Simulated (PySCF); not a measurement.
C₇H₁₄S₂.
Numbering: `[CH3:1][CH:2]([CH3:3])[CH:4]1[CH2:5][S:6][CH2:7][S:8][CH2:9]1` (hydrogens: H10, H11, H12 on C1; H13 on C2; H14, H15, H16 on C3; H17 on C4; H18, H19 on C5; H20, H21 on C7; H22, H23 on C9)

A GFN2-xTB structure was refined with PBE0-D3(BJ)/def2-SVP geometry optimisation, gas phase (PySCF 2.14.0). Its GFN2-xTB values:

```json
{"coordinate": "C1–C2", "GFN2-xTB": "1.528 Å"}
{"coordinate": "C1–H10", "GFN2-xTB": "1.087 Å"}
{"coordinate": "C1–H11", "GFN2-xTB": "1.087 Å"}
{"coordinate": "C2–C4", "GFN2-xTB": "1.545 Å"}
{"coordinate": "C2–H13", "GFN2-xTB": "1.097 Å"}
{"coordinate": "C4–C5", "GFN2-xTB": "1.527 Å"}
{"coordinate": "C4–H17", "GFN2-xTB": "1.097 Å"}
{"coordinate": "C5–S6", "GFN2-xTB": "1.823 Å"}
{"coordinate": "C5–H18", "GFN2-xTB": "1.091 Å"}
{"coordinate": "C5–H19", "GFN2-xTB": "1.089 Å"}
{"coordinate": "S6–C7", "GFN2-xTB": "1.812 Å"}
{"coordinate": "C7–H20", "GFN2-xTB": "1.090 Å"}
{"coordinate": "C7–H21", "GFN2-xTB": "1.086 Å"}
{"coordinate": "C1–C2–C3", "GFN2-xTB": "110.1°"}
{"coordinate": "C1–C2–C4", "GFN2-xTB": "111.2°"}
{"coordinate": "C3–C2–C4", "GFN2-xTB": "113.2°"}
{"coordinate": "C4–C5–S6", "GFN2-xTB": "112.3°"}
{"coordinate": "C4–C9–S8", "GFN2-xTB": "112.1°"}
{"coordinate": "C5–C4–C9", "GFN2-xTB": "110.5°"}
{"coordinate": "C5–S6–C7", "GFN2-xTB": "97.7°"}
{"coordinate": "S6–C7–S8", "GFN2-xTB": "113.3°"}
{"coordinate": "C2–C4–C5–S6", "GFN2-xTB": "163°"}
{"coordinate": "C2–C4–C9–S8", "GFN2-xTB": "-164°"}
{"coordinate": "C4–C5–S6–C7", "GFN2-xTB": "62°"}
{"coordinate": "C7–S8–C9–C4", "GFN2-xTB": "-63°"}
```

Question: How do these coordinates change at the PBE0-D3(BJ)/def2-SVP level?

Answer: 
| coordinate | PBE0-D3(BJ)/def2-SVP (Å or °) | change |
| --- | --- | --- |
| C1–H11 | 1.102 | +0.015 |
| C1–H10 | 1.101 | +0.014 |
| C5–H18 | 1.104 | +0.013 |
| C7–H20 | 1.103 | +0.013 |
| C7–H21 | 1.099 | +0.013 |
| C5–H19 | 1.101 | +0.012 |
| C2–H13 | 1.106 | +0.009 |
| C5–S6 | 1.814 | -0.009 |
| C4–H17 | 1.104 | +0.007 |
| S6–C7 | 1.807 | -0.005 |
| C1–C2 | 1.525 | -0.003 |
| C4–C5 | 1.528 | +0.001 |
| C2–C4 | 1.545 | 0.000 |
| C4–C9–S8 | 114.4 | +2.3 |
| C4–C5–S6 | 114.5 | +2.2 |
| S6–C7–S8 | 115.0 | +1.7 |
| C5–C4–C9 | 111.4 | +0.9 |
| C1–C2–C3 | 110.9 | +0.8 |
| C3–C2–C4 | 114.0 | +0.8 |
| C1–C2–C4 | 111.8 | +0.6 |
| C5–S6–C7 | 98.1 | +0.4 |
| C7–S8–C9–C4 | -60 | +3 |
| C2–C4–C5–S6 | 166 | +3 |
| C2–C4–C9–S8 | -167 | -3 |
| C4–C5–S6–C7 | 60 | -2 |

The energy falls by 7.5 kJ/mol over 4 energy and gradient evaluations, the largest force component goes from 0.0150 to 1.7e-04 Eh/bohr, and the atoms move by 0.051 Å rms after alignment. Among the bonds, C1–H10, C1–H11, C1–H12 and C3–H14 change most and about equally (+0.014 to +0.015 Å). Bonds longer at the end by more than 0.005 Å: 14 of 23; shorter: 2. Rotational constants go from 1841, 786.1, 639.7 to 1825, 779.5, 631.5 MHz.

The run used 204 basis functions and 26 SCF cycles in all. On an Arm Neoverse N1 with one thread, shared host, this took 2.7 min of wall time.

Not checked by PBE0-D3(BJ)/def2-SVP frequencies. The numbers are those of one conformer.
